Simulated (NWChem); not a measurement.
System: AlSiH₃ClF; SMILES [F][Al]([SiH3])[Cl]

The following NWChem deck was run.

```
start job
memory heap 200 mb stack 900 mb global 1100 mb
geometry units angstroms noautoz
  Al    -0.383451    -0.118667     0.001805
  Cl     0.849500    -1.814166    -0.003877
  F     -2.020169    -0.412945    -0.003712
  Si     0.498861     2.145365     0.004706
  H     -0.596700     3.151166     0.144353
  H      1.230836     2.397098    -1.275793
  H      1.464332     2.309883     1.135161
end
basis spherical
  * library def2-svp
end
dft
  xc xpbe96 cpbe96
  iterations 150
  mulliken
end
task dft energy
```

Output (shortened):

```
             Northwest Computational Chemistry Package (NWChem) 7.3.0
             --------------------------------------------------------

 C1  symmetry detected

                             Geometry "geometry" -> ""
                             -------------------------

 Output coordinates in angstroms (scale by  1.889725989 to convert to a.u.)

  No.       Tag          Charge          X              Y              Z
 ---- ---------------- ---------- -------------- -------------- --------------
    1 Al                  13.0000    -0.39233769    -0.14404485     0.00253024
    2 Cl                  17.0000     0.81164826    -1.86024019    -0.00041560
    3 F                    9.0000    -2.03381927    -0.41050418    -0.00113881
    4 Si                  14.0000     0.52828308     2.10468240    -0.00009842
    5 H                    1.0000    -0.54993667     3.12923493     0.13819525
    6 H                    1.0000     1.26342910     2.34121070    -1.28167920
    7 H                    1.0000     1.49728738     2.25520461     1.12928312

 Effective nuclear repulsion energy (a.u.)     239.3061725631

  pbe96 is a nonlocal functional; adding pw91lda local functional.

                                 NWChem DFT Module
                                 -----------------

 Summary of "ao basis" -> "ao basis" (spherical)
 ------------------------------------------------------------------------------
       Tag                 Description            Shells   Functions and Types
 ---------------- ------------------------------  ------  ---------------------
 Al                         def2-svp                 8       18   4s3p1d
 Cl                         def2-svp                 8       18   4s3p1d
 F                          def2-svp                 6       14   3s2p1d
 Si                         def2-svp                 8       18   4s3p1d
 H                          def2-svp                 3        5   2s1p

            General Information
            -------------------
          SCF calculation type: DFT
          Wavefunction type:  closed shell.
          No. of atoms     :     7
          No. of electrons :    56
           Alpha electrons :    28
            Beta electrons :    28
          Charge           :     0
          Spin multiplicity:     1
          Use of symmetry is: off; symmetry adaption is: off
          Maximum number of iterations: 150
          AO basis - number of functions:    83
                     number of shells:    39
          Convergence on energy requested:  1.00D-06
          Convergence on density requested:  1.00D-05
          Convergence on gradient requested:  5.00D-04

              XC Information
              --------------
          PerdewBurkeErnzerhof Exchange Functional  1.000
            Perdew 1991 LDA Correlation Functional  1.000 local
           PerdewBurkeErnz. Correlation Functional  1.000 non-local

             Grid Information
             ----------------
          Grid used for XC integration:  medium
          Radial quadrature: Mura-Knowles
          Angular quadrature: Lebedev.
          Tag              B.-S. Rad. Rad. Pts. Rad. Cut. Ang. Pts.
          ---              ---------- --------- --------- ---------
          Al                  1.25       88          10.0       590
          Cl                  1.00       88          12.0       590
          F                   0.50       49          11.0       434
          Si                  1.10       88          10.0       590
          H                   0.35       45          12.0       434
          Grid pruning is: on
          Number of quadrature shells:   448
          Spatial weights used:  Erf1

      Superposition of Atomic Density Guess
      -------------------------------------

 Sum of atomic energies:       -1090.64382914

      Non-variational initial energy
      ------------------------------

 Total energy =   -1091.237025
 1-e energy   =   -1989.435921
 2-e energy   =     658.892724
 HOMO         =      -0.332976
 LUMO         =       0.008248

     ---------------------------------------------
      Total Density - Mulliken Population Analysis
     ---------------------------------------------

    Atom       Charge   Shell Charges
 -----------   ------   -------------------------------------------------------
    1 Al  13    11.77   2.00  1.99  0.83  0.16  5.93  0.48  0.23  0.16
    2 Cl  17    17.49   2.00  1.99  1.23  0.71  5.94  2.19  3.41  0.01
    3 F    9     9.69   1.99  1.15  0.79  3.57  2.18  0.00
    4 Si  14    13.92   2.00  1.99  1.02  0.33  5.94  1.14  1.42  0.08
    5 H    1     1.05   0.68  0.36  0.01
    6 H    1     1.05   0.68  0.36  0.01
    7 H    1     1.05   0.68  0.35  0.01

   convergence    iter        energy       DeltaE   RMS-Dens  Diis-err
 ---------------- ----- ----------------- --------- --------- ---------
 d= 0,ls=0.0,diis     1  -1092.8371557421 -1.33D+03  2.80D-02  8.06D-01
 d= 0,ls=0.0,diis     2  -1092.3562927553  4.81D-01  1.87D-02  5.97D+00
 d= 0,ls=0.0,diis     3  -1092.9264017439 -5.70D-01  5.12D-03  5.86D-02
 d= 0,ls=0.0,diis     4  -1092.9284111555 -2.01D-03  2.47D-03  4.33D-02
 d= 0,ls=0.0,diis     5  -1092.9351276363 -6.72D-03  2.44D-04  2.17D-04
  Resetting Diis
 d= 0,ls=0.0,diis     6  -1092.9351518885 -2.43D-05  8.36D-05  3.35D-05
 d= 0,ls=0.0,diis     7  -1092.9351574047 -5.52D-06  3.10D-05  1.35D-06
 d= 0,ls=0.0,diis     8  -1092.9351571468  2.58D-07  1.70D-05  4.41D-06
 d= 0,ls=0.0,diis     9  -1092.9351575764 -4.30D-07  4.20D-06  1.10D-07

         Total DFT energy =    -1092.935157576381
      One electron energy =    -1991.917364780528
           Coulomb energy =      738.520116888770
    Exchange-Corr. energy =      -78.844082247716
 Nuclear repulsion energy =      239.306172563093

 Numeric. integr. density =       56.000014803509

                       DFT Final Molecular Orbital Analysis
                       ------------------------------------

 Vector   26  Occ=2.000000D+00  E=-2.962571D-01
              MO Center=  6.8D-01, -1.7D+00, -2.5D-03, r^2= 1.7D+00
   Bfn.  Coefficient  Atom+Function         Bfn.  Coefficient  Atom+Function
  ----- ------------  ---------------      ----- ------------  ---------------
    31      0.610562  2 Cl pz                28      0.453436  2 Cl pz
    25      0.265821  2 Cl pz                42      0.120819  3 F  pz
    13      0.091567  1 Al pz                45     -0.090189  3 F  pz
    10      0.069025  1 Al pz                17     -0.046083  1 Al d  1
    63     -0.045595  4 Si pz                 7     -0.040668  1 Al pz

 Vector   27  Occ=2.000000D+00  E=-2.923297D-01
              MO Center=  5.2D-01, -1.3D+00,  3.8D-03, r^2= 3.1D+00
   Bfn.  Coefficient  Atom+Function         Bfn.  Coefficient  Atom+Function
  ----- ------------  ---------------      ----- ------------  ---------------
    29      0.520830  2 Cl px                26      0.392782  2 Cl px
    23      0.229289  2 Cl px                30      0.206088  2 Cl py
    41      0.205044  3 F  py                27      0.153728  2 Cl py
    44     -0.147613  3 F  py                11      0.098049  1 Al px
    24      0.090108  2 Cl py                 9      0.084752  1 Al py

 Vector   28  Occ=2.000000D+00  E=-2.681096D-01
              MO Center=  2.3D-01,  5.9D-01,  1.0D-03, r^2= 4.5D+00
   Bfn.  Coefficient  Atom+Function         Bfn.  Coefficient  Atom+Function
  ----- ------------  ---------------      ----- ------------  ---------------
    30      0.320275  2 Cl py                62      0.285259  4 Si py
    59      0.260380  4 Si py                 3     -0.254881  1 Al s
    27      0.239886  2 Cl py                54     -0.212416  4 Si s
     9     -0.190047  1 Al py                56     -0.143510  4 Si py
     2     -0.139338  1 Al s                 24      0.138763  2 Cl py

 Vector   29  Occ=0.000000D+00  E=-8.350721D-02
              MO Center= -1.4D-01,  3.5D-01,  2.0D-02, r^2= 4.3D+00
   Bfn.  Coefficient  Atom+Function         Bfn.  Coefficient  Atom+Function
  ----- ------------  ---------------      ----- ------------  ---------------
    13      0.574430  1 Al pz                63      0.403510  4 Si pz
    10      0.373676  1 Al pz                75      0.368888  6 H  s
    80     -0.325705  7 H  s                 31     -0.237955  2 Cl pz
     7     -0.183643  1 Al pz                42      0.173875  3 F  pz
    45     -0.149765  3 F  pz                74      0.139805  6 H  s

 Vector   30  Occ=0.000000D+00  E=-5.058932D-02
              MO Center= -2.1D-01,  1.9D-01, -2.3D-02, r^2= 5.1D+00
   Bfn.  Coefficient  Atom+Function         Bfn.  Coefficient  Atom+Function
  ----- ------------  ---------------      ----- ------------  ---------------
     4      1.217139  1 Al s                 54     -0.741017  4 Si s
    62      0.556090  4 Si py                 3      0.372138  1 Al s
    53     -0.370916  4 Si s                 22     -0.287848  2 Cl s
     2      0.256680  1 Al s                 30     -0.249222  2 Cl py
    80      0.234159  7 H  s                 39     -0.222662  3 F  s

 Vector   31  Occ=0.000000D+00  E=-3.123257D-02
              MO Center=  2.5D-01,  1.2D+00, -1.2D-02, r^2= 4.4D+00
   Bfn.  Coefficient  Atom+Function         Bfn.  Coefficient  Atom+Function
  ----- ------------  ---------------      ----- ------------  ---------------
    61      0.809553  4 Si px                70      0.779622  5 H  s
    11      0.488488  1 Al px                80     -0.401178  7 H  s
    75     -0.263597  6 H  s                 62     -0.245335  4 Si py
    22     -0.232618  2 Cl s                 30     -0.229604  2 Cl py
    69      0.211558  5 H  s                  4      0.190257  1 Al s

     ---------------------------------------------
      Total Density - Mulliken Population Analysis
     ---------------------------------------------

[...]
```

Level: PBE/def2-SVP. The geometry was optimised at PBE0/def2-SVP.
